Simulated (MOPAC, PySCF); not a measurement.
CH2OSe, SMILES `O=C[SeH]` (O–C–Se–H torsion 180°), neutral singlet in the gas phase. 

Cartesian coordinates (Å):
SMILES: O=C[SeH]
```xyz
5

O     -1.5426    -0.8128     0.3952
C     -0.6319    -0.0891     0.1187
Se     1.1993    -0.7081    -0.0679
H     -0.7363     0.9949    -0.0569
H      1.7077     0.6331    -0.3880
```
Charge 0, multiplicity 1.

All levels are single points at this geometry (TPSSh-D3(BJ)/def2-TZVP); Pople sets use spherical d functions. Orbital energies aren't observables, and empty levels follow the basis.

TPSSh-D3(BJ)/def2-TZVP in PySCF gives dipole (D) = 2.55.

### Question
Estimate the dipole (D) from each of these levels: B3LYP/6-31G* in PySCF; B3LYP/LANL2DZ in PySCF; HF/3-21G in PySCF; HF/6-31G* in PySCF; PM7 in MOPAC.

### Answer

```json
[
 {"level": "B3LYP/6-31G* in PySCF", "dipole (D)": "2.61"},
 {"level": "B3LYP/LANL2DZ in PySCF", "dipole (D)": "3.06"},
 {"level": "HF/3-21G in PySCF", "dipole (D)": "3.05"},
 {"level": "HF/6-31G* in PySCF", "dipole (D)": "3.07"},
 {"level": "PM7 in MOPAC", "dipole (D)": "3.14"}
]
```
